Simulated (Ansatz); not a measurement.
The first iterations of a band of BFH3NO + Cl (8 atoms, charge 0, multiplicity 2).

All numbers below come from UKS PBE-D4/def2-SVP in Ansatz 0.2.0.

* movable images: 5
* climbing image: yes
* spring: 5.0 eV/Å²
* optimiser: quadratic models (default)
* start path: through a guess of the saddle point
* force threshold: 0.03 eV/Å
* iteration limit: 60
* end points: relaxed

Image 0:

```xyz
8
Properties=species:S:1:pos:R:3
B -0.039 0.254 0.065
F -0.244 0.992 1.196
O 1.266 0.068 -0.292
H 1.377 -0.494 -1.076
N -1.188 -0.193 -0.629
H -2.122 -0.035 -0.253
H -1.177 -0.718 -1.501
Cl -0.075 -0.825 3.011
```

Image 6:

```xyz
8
Properties=species:S:1:pos:R:3
B -0.267 -0.533 -0.115
F -0.308 -1.816 0.292
O 0.941 0.169 -0.055
H 1.640 -0.365 0.373
N -1.391 0.095 -0.671
H -2.297 -0.365 -0.741
H -1.381 1.073 -0.956
Cl 0.860 0.791 2.392
```

| iteration | highest image above the first end (eV) | largest band force component (eV/Å) |
| --- | --- | --- |
| 1 | 3.894 | 19.563 |
| 2 | 2.132 | 6.031 |
| 3 | 1.221 | 1.678 |
| 4 | 0.651 | 1.416 |
| 5 | 0.316 | 0.765 |
| 6 | 0.211 | 0.823 |
| 7 | 0.196 | 0.496 |

Does the band converge within its limit, and where does its top end?

The forces met the threshold. It ended after 22 iterations with the highest image 0.218 eV above the first end. The profile has 2 maxima (images 1, 3) with wells between them (image 2): this band takes more than one step, which may be the mechanism or a detour left from its start path. A vibrational analysis at the climbing image gives one clearly imaginary mode, 471i cm⁻¹: a first-order saddle point.

The run took 3.7 min on 4 threads of Arm Neoverse V1, on a shared host, peak memory 0.22 GiB.
